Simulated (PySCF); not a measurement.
PySCF job for TaOCl₂, SMILES [Cl][Ta+](=[O])[Cl], charge +1, multiplicity 1, TDDFT-PBE/def2-SVPD. Geometry optimised at PBE0-D3(BJ)/def2-SVP. The multiplicity is an assumed one; other spin states were not compared. The isomer is the one that the SMILES or the coordinates give; other isomers of the formula were not compared. The def2 effective core potentials stand for the cores of Ta; spin–orbit coupling is left out.

```python
import numpy as np
from pyscf import gto, scf, dft, tdscf

mol = gto.M(
    atom='''
    Ta    0.21345754    0.29721139   -0.00000000
    O    -1.03366592    1.41983854    0.00000000
    Cl   -0.21509039   -0.97220998   -1.77965689
    Cl   -0.21509039   -0.97220998    1.77965690
    ''',
    basis='def2-SVPD',
    ecp={'Ta': 'def2-svp'},
    charge=1,
    spin=0,
    symmetry=True,
    max_memory=1600,
    verbose=4,
)
mf = dft.RKS(mol, xc='pbe').density_fit(auxbasis='def2-universal-jkfit')
mf.grids.level = 3
mf.conv_tol = 1e-9
mf.max_cycle = 100
mf.kernel()
mf.grids = dft.Grids(mol).set(level=1).build(with_non0tab=True)  # coarser grid for the response kernel
td = tdscf.TDDFT(mf)
td.singlet = True
td.nstates = 10
td.conv_tol = 1e-4
td.positive_eig_threshold = 1e-6
td.kernel(x0=td.get_init_guess(mf, 15))
td.analyze()
tt = tdscf.TDA(mf)
tt.singlet = False
tt.nstates = 4
tt.conv_tol = 1e-4
tt.positive_eig_threshold = 1e-6
tt.kernel(x0=tt.get_init_guess(mf, 9))
tt.analyze(verbose=3)
```

Program output:

```
PySCF version 2.14.0

[INPUT] verbose = 4
[INPUT] num. atoms = 4
[INPUT] num. electrons = 54
[INPUT] charge = 1
[INPUT] spin (= nelec alpha-beta = 2S) = 0
[INPUT] symmetry True subgroup None
[INPUT] Mole.unit = angstrom
[INPUT] Symbol           X                Y                Z      unit          X                Y                Z       unit  Magmom
[INPUT]  1 Ta     0.213457540000   0.297211390000   0.000000000000 AA    0.403376289823   0.561648128201   0.000000000000 Bohr   0.0
[INPUT]  2 O     -1.033665920000   1.419838540000   0.000000000000 AA   -1.953345493097   2.683105981702   0.000000000000 Bohr   0.0
[INPUT]  3 Cl    -0.215090390000  -0.972209980000  -1.779656890000 AA   -0.406461929126  -1.837210597769  -3.363064117795 Bohr   0.0
[INPUT]  4 Cl    -0.215090390000  -0.972209980000   1.779656900000 AA   -0.406461929126  -1.837210597769   3.363064136692 Bohr   0.0

nuclear repulsion = 227.317834194736
point group symmetry = Cs
symmetry origin: [-3.28648020e-09  7.72322845e-09  2.79350816e-09]
symmetry axis x: [ 1.00000000e+00 -2.56956432e-10  3.88014141e-10]
symmetry axis y: [2.56956431e-10 1.00000000e+00 3.12008227e-09]
symmetry axis z: [-3.88014142e-10 -3.12008207e-09  1.00000000e+00]
num. orbitals of irrep A' = 67
num. orbitals of irrep A" = 45
number of shells = 44
number of NR pGTOs = 183
number of NR cGTOs = 112
basis = def2-SVPD
ecp = {'Ta': 'def2-svp'}


[settings echo left out]
init E= -1039.4484780261
HOMO (A") = -0.51699369395267  LUMO (A') = -0.450714048865658  gap/eV = 1.80356
cycle= 1 E= -1050.96586936366  delta_E= -11.5  |g|= 1.77  |ddm|=  8.2
HOMO (A') = -0.157714043536886  LUMO (A') = -0.151703454542707  gap/eV = 0.16356
cycle= 2 E= -1039.90556310347  delta_E= 11.1  |g|= 4.63  |ddm|=  7.6
HOMO (A") = -0.55942557722775  LUMO (A') = -0.350137222101417  gap/eV = 5.69503
cycle= 3 E= -1050.77848145362  delta_E= -10.9  |g|= 1.97  |ddm|= 6.82
HOMO (A") = -0.526069062884914  LUMO (A') = -0.434322984385635  gap/eV = 2.49654
cycle= 4 E= -1051.65350452652  delta_E= -0.875  |g|= 0.721  |ddm|= 2.09
HOMO (A") = -0.493223997084171  LUMO (A') = -0.387370043998471  gap/eV = 2.88043
cycle= 5 E= -1051.74897332391  delta_E= -0.0955  |g|= 0.139  |ddm|= 0.472
HOMO (A") = -0.502625335683463  LUMO (A') = -0.393559876375262  gap/eV = 2.96782
cycle= 6 E= -1051.75016128161  delta_E= -0.00119  |g|= 0.13  |ddm|= 0.201
HOMO (A") = -0.501437703943012  LUMO (A') = -0.392254481913926  gap/eV = 2.97103
cycle= 7 E= -1051.75347046777  delta_E= -0.00331  |g|= 0.0234  |ddm|= 0.105
HOMO (A") = -0.502711137758711  LUMO (A') = -0.391999972643901  gap/eV = 3.01260
cycle= 8 E= -1051.75363761227  delta_E= -0.000167  |g|= 0.00424  |ddm|= 0.0293
HOMO (A") = -0.50222167635237  LUMO (A') = -0.391675832746078  gap/eV = 3.00811
cycle= 9 E= -1051.75364177679  delta_E= -4.16e-06  |g|= 0.00131  |ddm|= 0.00538
HOMO (A") = -0.502213825617697  LUMO (A') = -0.391597904018143  gap/eV = 3.01001
cycle= 10 E= -1051.75364223805  delta_E= -4.61e-07  |g|= 0.000332  |ddm|= 0.00165
HOMO (A") = -0.502193926184585  LUMO (A') = -0.3916046940439  gap/eV = 3.00929
cycle= 11 E= -1051.75364226327  delta_E= -2.52e-08  |g|= 0.000134  |ddm|= 0.000414
HOMO (A") = -0.502196563033162  LUMO (A') = -0.391604678187803  gap/eV = 3.00936
cycle= 12 E= -1051.75364226703  delta_E= -3.76e-09  |g|= 1.23e-05  |ddm|= 0.000103
HOMO (A") = -0.502195967548689  LUMO (A') = -0.39160440776137  gap/eV = 3.00935
cycle= 13 E= -1051.75364226706  delta_E= -2.75e-11  |g|= 4.13e-06  |ddm|= 1.06e-05
HOMO (A") = -0.502196042506236  LUMO (A') = -0.391604922123854  gap/eV = 3.00934
Extra cycle  E= -1051.75364226699  delta_E= 6.78e-11  |g|= 1.89e-05  |ddm|= 1.52e-05
converged SCF energy = -1051.75364226699
tot grids = 26688
Overwritten attributes  positive_eig_threshold  of <class 'pyscf.tdscf.rks.CasidaTDDFT'>


******** <class 'pyscf.tdscf.rks.CasidaTDDFT'> for <class 'pyscf.df.df_jk.DFSymAdaptedRKS'> ********
nstates = 10 singlet
deg_eia_thresh = 1.000e-03
wfnsym = None
conv_tol = 0.0001
eigh lindep = 1e-12
eigh level_shift = 0
eigh max_cycle = 100


Excitation energies (eV)
[3.05057678 3.27811084 3.68441856 4.13834202 4.37091867 4.47639984
 4.65270788 4.78006954 4.8643203  4.87044445]

** Singlet excitation energies and oscillator strengths **
Excited State   1:   A"      3.05058 eV    406.43 nm  f=0.0002
      27 -> 28        0.70527
Excited State   2:   A'      3.27811 eV    378.22 nm  f=0.0021
      26 -> 28       -0.70418
Excited State   3:   A"      3.68442 eV    336.51 nm  f=0.0211
      25 -> 28       -0.68176
      26 -> 29        0.11009
Excited State   4:   A'      4.13834 eV    299.60 nm  f=0.0017
      27 -> 29        0.69779
Excited State   5:   A"      4.37092 eV    283.66 nm  f=0.0058
      26 -> 29        0.67795
      27 -> 30       -0.13877
Excited State   6:   A'      4.47640 eV    276.97 nm  f=0.0005
      23 -> 28       -0.12699
      24 -> 28        0.59282
      25 -> 29       -0.34281
Excited State   7:   A'      4.65271 eV    266.48 nm  f=0.0058
      23 -> 28        0.51141
      24 -> 28       -0.14905
      25 -> 29       -0.45820
Excited State   8:   A"      4.78007 eV    259.38 nm  f=0.0051
      22 -> 28       -0.26675
      25 -> 30        0.14065
      27 -> 30       -0.62958
Excited State   9:   A'      4.86432 eV    254.88 nm  f=0.0101
      22 -> 29        0.15454
      23 -> 28        0.45401
      24 -> 28        0.28357
      25 -> 29        0.37905
      26 -> 30        0.14873
Excited State  10:   A"      4.87044 eV    254.56 nm  f=0.0135
      22 -> 28       -0.64011
      25 -> 30       -0.16005
      27 -> 30        0.21368

** Transition electric dipole moments (AU) **
state          X           Y           Z        Dip. S.      Osc.
  1         0.0000      0.0000      0.0513      0.0026      0.0002
  2        -0.0791      0.1390     -0.0000      0.0256      0.0021
  3         0.0000     -0.0000     -0.4837      0.2340      0.0211
  4        -0.0122      0.1290     -0.0000      0.0168      0.0017
  5        -0.0000      0.0000      0.2328      0.0542      0.0058
  6         0.0456      0.0471      0.0000      0.0043      0.0005
  7         0.2006      0.1029     -0.0000      0.0508      0.0058
  8         0.0000     -0.0000     -0.2082      0.0433      0.0051
  9        -0.0459     -0.2874      0.0000      0.0847      0.0101
 10        -0.0000      0.0000      0.3362      0.1130      0.0135

WARN: ECP detected. Skipping calculation of transition velocity and magnetic dipole moments, which have not yet been implemented.

Overwritten attributes  positive_eig_threshold  of <class 'pyscf.tdscf.rks.TDA'>


******** <class 'pyscf.tdscf.rks.TDA'> for <class 'pyscf.df.df_jk.DFSymAdaptedRKS'> ********
nstates = 4 triplet
deg_eia_thresh = 1.000e-03
wfnsym = None
conv_tol = 0.0001
eigh lindep = 1e-12
eigh level_shift = 0
eigh max_cycle = 100


Excitation energies (eV)
[2.95692631 3.14995526 3.3370721  3.91718519]

** Triplet excitation energies and oscillator strengths **
Excited State   1:   A"      2.95693 eV    419.30 nm  f=0.0000
Excited State   2:   A'      3.14996 eV    393.61 nm  f=0.0000
Excited State   3:   A"      3.33707 eV    371.54 nm  f=0.0000
Excited State   4:   A'      3.91719 eV    316.51 nm  f=0.0000
```

The calculation finished and met its thresholds.
